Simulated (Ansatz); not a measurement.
C₃H₅ClSi (`ClC1=CC[SiH2]1`), relaxed with RKS PBE0-D4/def2-TZVP in the Gaussian-basis code of Ansatz from a PBE-D4/def2-SVP geometry. The force threshold is 0.005 eV/Å; the program also tests the step.

The species carries charge 0 and has multiplicity 1.

Start:

```xyz
10

Cl    0.629    1.048   -2.693
C     0.267    0.436   -1.121
C     1.130   -0.060   -0.192
C     0.293   -0.462    1.018
Si   -1.221    0.151    0.000
H     2.229   -0.159   -0.283
H     0.325   -1.546    1.255
H     0.529    0.104    1.944
H    -2.229   -0.878   -0.434
H    -1.952    1.366    0.505
```

**Question.** By how much does the energy fall, and how many steps does the optimiser take? (Best estimate.)

**Answer.** The calculation gave: 5.12 kJ/mol, in 4 steps.

**Question.** Which bonds change most? (An estimate is asked.)

**Answer.** Computed: C4–Si5 from 1.924 to 1.897 Å; C2–Si5 from 1.884 to 1.860 Å; C2–C3 from 1.362 to 1.341 Å; C4–H8 from 1.111 to 1.093 Å.

**Question.** Give the relaxed structure. (Best estimate.)

**Answer.** Computed: 
```xyz
10

Cl    0.632    1.035   -2.662
C     0.260    0.431   -1.108
C     1.111   -0.057   -0.194
C     0.285   -0.459    1.013
Si   -1.203    0.147    0.004
H     2.192   -0.154   -0.283
H     0.323   -1.527    1.240
H     0.525    0.101    1.920
H    -2.200   -0.867   -0.428
H    -1.926    1.349    0.498
```
